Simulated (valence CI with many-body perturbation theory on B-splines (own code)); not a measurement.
**E1 transitions of Tm XXXVII**

Computed by valence CI with perturbative core correlation (CI+MBPT): five valence electrons over a frozen Dirac-Fock core [Ar] 3d10, a basis of 11 s, 11 p, 10 d, 8 f, 5 g, 2 h functions for each j, with the one-electron correlation potential Σ1, the two-electron term Σ2, the three-electron term Σ3, Breit, model QED; selected CI, second order for the rest, scaled by the run's own slope (own B-spline code, finite nucleus).

The last digits are not significant, and no measured levels were compared; by estimate large intervals hold to a few tenths of a per cent, small ones and those within an open d or f shell to about a per cent. Among the levels kept, up to 2100 cm⁻¹ of a level comes from second order outside the variational space, and about a tenth of that is noise between levels of different J, which matters for small intervals.

Lines 201 to 250 of 565 in falling wavelength, among levels below 440.43 eV, chosen from the strongest by gf and those to the six lowest levels. Wavelengths and rates use the calculated energies. Electric multipoles are in the length gauge with retardation, E1 and E2 with the static RPA response of the core. Weak lines are less certain than strong ones. Lines between different terms over intervals too small for the method are left out, as are lines whose strength nearly cancels. Where a level lies close to another of its J and parity, the split of strength between their lines is uncertain. The highest levels of a list are the least certain.

Levels are named by their leading jj configuration (3d3/2^4 stands for four electrons in 3d with j = 3/2), which in mixed levels can hold well under half, so a name can repeat and another be missing. Letters in brackets count levels of one name in rising energy.

```
λ vac (Å)                               Upper                               Lower   A (s⁻¹)  S (a.u.)
    76.61  (4s 4p1/2 4p3/2^2 4d3/2) J=1/2 [b]  (4s^2 4p1/2 4p3/2 4d3/2) J=3/2 [a]  6.37e+10  2.83e-02
    76.53          (4s^2 4p1/2 4d5/2^2) J=5/2  (4s^2 4p1/2 4p3/2 4d5/2) J=7/2 [b]  2.41e+11  3.20e-01
    76.53      (4s^2 4p3/2 4d3/2 4d5/2) J=1/2          (4s^2 4p3/2^2 4d3/2) J=1/2  7.12e+10  3.15e-02
    76.53  (4s^2 4p1/2 4p3/2 4f5/2) J=5/2 [b]  (4s^2 4p1/2 4p3/2 4d5/2) J=5/2 [b]  3.25e+10  4.31e-02
    76.52  (4s 4p1/2 4p3/2^2 4d5/2) J=1/2 [b]        (4s 4p1/2 4p3/2^3) J=3/2 [a]  2.08e+11  9.20e-02
    76.52             (4p1/2^2 4p3/2^3) J=3/2          (4s 4p1/2^2 4p3/2^2) J=3/2  3.62e+11  3.20e-01
    76.48  (4s^2 4p3/2 4d3/2 4d5/2) J=3/2 [a]          (4s^2 4p3/2^2 4d3/2) J=1/2  3.10e+10  2.74e-02
    76.41  (4s^2 4p3/2 4d3/2 4d5/2) J=7/2 [b]          (4s^2 4p3/2^2 4d3/2) J=5/2  1.48e+11  2.61e-01
    76.36          (4s^2 4p1/2^2 4f7/2) J=7/2          (4s^2 4p1/2^2 4d5/2) J=5/2  3.62e+11  6.37e-01
    76.35  (4s 4p1/2^2 4p3/2 4d5/2) J=5/2 [b]          (4s^2 4p1/2^2 4d5/2) J=5/2  1.36e+11  1.79e-01
    76.35  (4s^2 4p1/2 4d3/2 4d5/2) J=3/2 [b]  (4s^2 4p1/2 4p3/2 4d3/2) J=5/2 [b]  3.76e+10  3.30e-02
    76.29  (4s 4p1/2^2 4p3/2 4d3/2) J=1/2 [b]          (4s^2 4p1/2^2 4d3/2) J=3/2  2.59e+11  1.14e-01
    76.24  (4s^2 4p1/2 4p3/2 4f7/2) J=7/2 [a]  (4s^2 4p1/2 4p3/2 4d5/2) J=7/2 [a]  6.19e+10  1.08e-01
    76.24               (4p1/2 4p3/2^4) J=1/2  (4s^2 4p1/2 4p3/2 4d5/2) J=1/2 [b]  1.60e+11  6.98e-02
    76.22  (4s 4p1/2 4p3/2^2 4d5/2) J=3/2 [b]  (4s^2 4p1/2 4p3/2 4d5/2) J=5/2 [a]  3.63e+11  3.17e-01
    76.16  (4s 4p1/2 4p3/2^2 4d5/2) J=5/2 [d]  (4s^2 4p1/2 4p3/2 4d5/2) J=7/2 [a]  1.24e+11  1.62e-01
    76.16  (4s 4p1/2 4p3/2^2 4d5/2) J=3/2 [e]  (4s^2 4p1/2 4p3/2 4d5/2) J=5/2 [b]  2.03e+11  1.77e-01
    76.01  (4s 4p1/2 4p3/2^2 4d5/2) J=7/2 [e]  (4s^2 4p1/2 4p3/2 4d3/2) J=5/2 [b]  2.08e+10  3.61e-02
    75.97          (4s^2 4p1/2 4d5/2^2) J=5/2  (4s^2 4p1/2 4p3/2 4d5/2) J=5/2 [b]  2.18e+11  2.83e-01
    75.93        (4s 4p1/2 4p3/2^3) J=3/2 [b]          (4s^2 4p1/2 4p3/2^2) J=1/2  2.77e+11  2.39e-01
    75.91  (4s^2 4p3/2 4d3/2 4d5/2) J=3/2 [b]          (4s^2 4p3/2^2 4d3/2) J=5/2  1.65e+11  1.42e-01
    75.91  (4s 4p1/2 4p3/2^2 4d5/2) J=5/2 [h]        (4s 4p1/2 4p3/2^3) J=3/2 [b]  5.51e+11  7.13e-01
    75.91      (4s^2 4p1/2 4p3/2 4f5/2) J=3/2  (4s^2 4p1/2 4p3/2 4d3/2) J=3/2 [b]  4.60e+10  3.97e-02
    75.86  (4s 4p1/2^2 4p3/2 4d5/2) J=3/2 [a]          (4s^2 4p1/2^2 4d3/2) J=3/2  7.38e+09  6.36e-03
    75.79  (4s 4p1/2 4p3/2^2 4d5/2) J=3/2 [d]  (4s^2 4p1/2 4p3/2 4d5/2) J=3/2 [a]  4.56e+11  3.92e-01
    75.77  (4s^2 4p1/2 4p3/2 4f7/2) J=7/2 [a]  (4s^2 4p1/2 4p3/2 4d5/2) J=5/2 [a]  1.47e+11  2.52e-01
    75.72  (4s 4p1/2 4p3/2^2 4d5/2) J=5/2 [g]  (4s^2 4p1/2 4p3/2 4d5/2) J=3/2 [a]  2.56e+11  3.30e-01
    75.72  (4s 4p1/2^2 4p3/2 4d5/2) J=5/2 [a]          (4s^2 4p1/2^2 4d3/2) J=3/2  5.69e+08  7.31e-04
    75.71  (4s 4p1/2 4p3/2^2 4d5/2) J=3/2 [f]  (4s^2 4p1/2 4p3/2 4d5/2) J=5/2 [c]  1.14e+11  9.77e-02
    75.69  (4s^2 4p1/2 4p3/2 4d5/2) J=3/2 [b]          (4s^2 4p1/2 4p3/2^2) J=5/2  2.89e+11  2.47e-01
    75.68  (4s 4p1/2 4p3/2^2 4d5/2) J=7/2 [g]  (4s^2 4p1/2 4p3/2 4d5/2) J=7/2 [b]  1.33e+11  2.28e-01
    75.68  (4s^2 4p1/2 4p3/2 4d5/2) J=1/2 [a]          (4s^2 4p1/2 4p3/2^2) J=3/2  2.69e+11  1.15e-01
    75.65  (4s 4p1/2 4p3/2^2 4d5/2) J=7/2 [d]  (4s^2 4p1/2 4p3/2 4d5/2) J=7/2 [a]  6.74e+10  1.15e-01
    75.58  (4s^2 4p1/2 4p3/2 4f7/2) J=9/2 [b]      (4s^2 4p1/2 4p3/2 4d5/2) J=9/2  1.07e+11  2.29e-01
    75.57  (4s 4p1/2 4p3/2^2 4d5/2) J=5/2 [b]        (4s 4p1/2 4p3/2^3) J=3/2 [a]  7.53e+10  9.62e-02
    75.56      (4s^2 4p1/2 4p3/2 4f7/2) J=5/2  (4s^2 4p1/2 4p3/2 4d5/2) J=5/2 [c]  3.83e+11  4.90e-01
    75.51  (4s 4p1/2 4p3/2^2 4d5/2) J=3/2 [e]  (4s^2 4p1/2 4p3/2 4d5/2) J=1/2 [a]  3.34e+11  2.84e-01
    75.48          (4s^2 4p1/2 4d5/2^2) J=1/2  (4s^2 4p1/2 4p3/2 4d5/2) J=1/2 [a]  1.86e+11  7.87e-02
    75.41  (4s 4p1/2 4p3/2^2 4d5/2) J=1/2 [d]  (4s^2 4p1/2 4p3/2 4d5/2) J=3/2 [b]  5.56e+11  2.35e-01
    75.40  (4s^2 4p1/2 4p3/2 4f7/2) J=9/2 [a]  (4s^2 4p1/2 4p3/2 4d5/2) J=7/2 [a]  5.62e+10  1.19e-01
    75.37             (4p1/2^2 4p3/2^3) J=3/2          (4s 4p1/2^2 4p3/2^2) J=1/2  9.84e+10  8.31e-02
    75.35  (4s^2 4p3/2 4d3/2 4d5/2) J=3/2 [b]          (4s^2 4p3/2^2 4d3/2) J=1/2  7.11e+10  6.00e-02
    75.33  (4s 4p1/2 4p3/2^2 4d3/2) J=3/2 [g]  (4s^2 4p1/2 4p3/2 4d5/2) J=3/2 [a]  5.74e+10  4.84e-02
    75.29  (4s 4p1/2 4p3/2^2 4d3/2) J=5/2 [e]      (4s^2 4p1/2 4p3/2 4d3/2) J=7/2  1.59e+11  2.01e-01
    75.21     (4s^2 4p1/2 4p3/2 4f7/2) J=11/2      (4s^2 4p1/2 4p3/2 4d5/2) J=9/2  2.14e+11  5.40e-01
    75.18  (4s 4p1/2 4p3/2^2 4d5/2) J=7/2 [d]  (4s^2 4p1/2 4p3/2 4d5/2) J=5/2 [a]  1.19e+11  2.00e-01
    75.18  (4s^2 4p1/2 4p3/2 4f7/2) J=9/2 [c]  (4s^2 4p1/2 4p3/2 4d5/2) J=7/2 [b]  5.23e+11  1.10e+00
    75.13  (4s 4p1/2 4p3/2^2 4d5/2) J=7/2 [g]  (4s^2 4p1/2 4p3/2 4d5/2) J=5/2 [b]  3.92e+11  6.56e-01
    75.12  (4s 4p1/2 4p3/2^2 4d5/2) J=3/2 [g]  (4s^2 4p1/2 4p3/2 4d5/2) J=1/2 [b]  7.34e+11  6.15e-01
    75.12  (4s 4p1/2 4p3/2^2 4d5/2) J=3/2 [f]  (4s^2 4p1/2 4p3/2 4d5/2) J=3/2 [b]  4.38e+11  3.67e-01
```
